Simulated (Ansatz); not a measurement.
```yaml
crystal:
  periodic: [false, false, false]
  atoms:
    - {symbol: F, position_ang: [1.142657, -1.227895, 0.501652]}
    - {symbol: Ge, position_ang: [0.015499, -0.035648, 0.038586]}
    - {symbol: F, position_ang: [-0.895010, 0.325083, 1.434012]}
    - {symbol: Cl, position_ang: [-1.255206, -0.819118, -1.433547]}
    - {symbol: Cl, position_ang: [1.041959, 1.683877, -0.582204]}
basis:
  gaussian: {orbitals: def2-TZVPD}
total_charge: 1
magnetization: {spin_polarized: true, initial_magnetization: 2}
hamiltonian: {xc: {name: revPBE}, dispersion: d3bjatm, pseudopotentials: {relativity: none}}
output: {forces: true}
```

```sh
$ ansatz run in.yaml --threads 4 --pin off --events-out ev --progress --plain --max-ram 10444MiB
```

Shortened log:

```
Error: a molecule whose nuclei and cores have a total charge of 84 cannot have a net charge of 1 together with 2 unpaired electrons
```

In this input the number of unpaired electrons doesn't fit the electron count. The program refused the input.
